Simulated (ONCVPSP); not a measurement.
# Before and after: ONCV potential for zinc

* Element: Zn (Z = 30)
* Generator: ONCVPSP 4.0.1
* Type: optimised norm-conserving Vanderbilt (ONCV)
* Functional: PBEsol
* Relativity: scalar-relativistic
* Frozen core: [Ne] 3s2
* Valence charge: 18
* Reference configuration: 3p6 3d10 4s2
* Partial waves: 4s: rc 2.15 bohr, ncon 4, nbas 7, qcut 3.3 1/bohr, 1 projector; 3p: rc 0.85 bohr, ncon 4, nbas 8, qcut 15 1/bohr, 1 projector; 3d: rc 1.50 bohr, ncon 3, nbas 7, qcut 10.5 1/bohr, 2 projectors, debl 3.1 Ha; f scattering state at 0.25 Ha: rc 2.35 bohr, ncon 4, nbas 7, qcut 4.1 1/bohr, 2 projectors, debl 1.2 Ha
* Local potential: polynomial inside 0.85 bohr (lpopt 5, dvloc0 6 Ha)
* Core correction: Teter function, fcfact 1.75, rcfact 1.1

All-electron outer shells of the reference configuration (PBEsol, scalar-relativistic, ld1.x):

| shell | level (eV) | outermost node (bohr) | outermost maximum (bohr) |
| --- | --- | --- | --- |
| 3s | -128.92 | 0.28 | 0.59 |
| 3p | -83.26 | 0.25 | 0.59 |
| 3d | -10.17 | – | 0.56 |
| 4s | -6.00 | 0.85 | 2.09 |

Change: d: qcut 6.2.

Cutoffs: the cutoffs (Ha) at which the residual kinetic energy of the hardest occupied pseudo-wave falls to 1 and 0.1 mHa per electron; they do not see the model core or the augmentation charge, which bear on the density cutoff. Errors are all-electron minus pseudo energies relative to the spin-unpolarised reference configuration.

Question: What does the change do?

Answer: Both files keep a bound ghost (s); of the 4 tests that both files solve, the error grows in 3 and shrinks in 1 by more than 15 % and 0.3 meV (median size 34.3 → 56.5 meV).

| quantity | base | changed |
| --- | --- | --- |
| cutoffs, loose and tight | 49 Ha, 87 Ha | not determined |
| bound ghosts | s | s |
| GHOST(+) flags under 300 eV | f at 71.6 eV | f at 71.6 eV |
| error for 3p6 3d10 4s1, meV [ΔE 9.90 eV] | -1.7 | +2.6 |
| error for 3p6 3d10 4s0, meV [ΔE 28.25 eV] | -13 | +6.8 |
| error for 3p6 3d9 4s0, meV [ΔE 68.76 eV] | +56 | +106 |
| error for 3p5 3d10 4s2, meV [ΔE 91.89 eV] | -438 | -1015 |
| s: phases at 2.19 bohr within 0.05 rad from the reference energy up to (Ha; the scan ends near 5) | n/a | n/a |
| p: phases at 0.87 bohr within 0.05 rad from the reference energy up to (Ha; the scan ends near 5) | to the end of the scan | to the end of the scan |
| d: phases at 1.52 bohr within 0.05 rad from the reference energy up to (Ha; the scan ends near 5) | to the end of the scan | to the end of the scan |
| f: phases at 2.39 bohr within 0.05 rad from the reference energy up to (Ha; the scan ends near 5) | 2.4 | 2.4 |
| rms error of d²Exc/dni dnj with the model core, mHa | 2.92 | 5.36 |

 A true bound ghost makes a file unfit for plane-wave use even where its test errors are small: the radial tests pick states by their node count and pass the ghost by.
